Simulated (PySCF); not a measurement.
## How methods differ on the excitation energy of Mo⁺

Mo⁺ [Kr] 4d5 (6S) → Mo⁺ [Kr] 4d4 5p1 (high-spin determinant), as a difference of total energies. Computed with PySCF 2.14 in x2c-QZVPPall, with the spin-free X2C one-electron Hamiltonian (Gaussian nucleus). Correlated levels: valence: [Kr] frozen; valence and next inner shell: [Ar] 3d10 frozen. The calculations carry no spin-orbit coupling.

```
                                method  excitation energy (eV)
                                   UHF                   5.522
                                   LDA                   5.897
                                   PBE                   5.829
                                  PBE0                   5.901
                                r2SCAN                   5.886
                                 wB97X                   5.968
                                  BLYP                   5.666
                                  PW91                   5.837
                         MP2 (valence)                   5.887
                     SCS-MP2 (valence)                   5.644
    MP2 (valence and next inner shell)                   6.080
SCS-MP2 (valence and next inner shell)                   5.867
```

How much does correlation contribute at MP2 (valence and next inner shell)?

6.080 − (5.522) = 0.558 eV, measured against UHF.

A first-order spin-orbit estimate (lowest level to lowest level, LS coupling) adds -0.191 eV.

The basis was made for the ground configuration and has no added diffuse functions, so the excitation energy can come out too high.

The determinant of the upper state mixes LS terms, which raises its energy above the lowest term, most at the Hartree-Fock and MP2 levels.
